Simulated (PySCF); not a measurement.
## Zr+: excitation energy

Zr+ [Kr] 4d2 5s1 (4F) → Zr+ [Kr] 4d3 (4F), as a difference of total energies. All numbers are calculated (PySCF 2.14, scalar relativity through the core potential, in aug-cc-pwCVDZ-PP with ECP28MDF (6s6p5d3f, 70 functions)). Correlated levels: valence and next inner shell: nothing frozen outside the core potential. The calculations carry no spin-orbit coupling.

```csv
method,excitation energy (cm⁻¹),error (cm⁻¹)
UHF,3782.7,+1268
MP2 (valence and next inner shell),4078.9,+1564
SCS-MP2 (valence and next inner shell),4219.3,+1705
CCSD (valence and next inner shell),4096.8,+1582
CCSD(T) (valence and next inner shell),4166.7,+1652
```

Reference: 2514.8 cm⁻¹ (measured; NIST levels, between the centres of gravity of the two terms).

Errors of the correlated levels include the incompleteness of this basis.
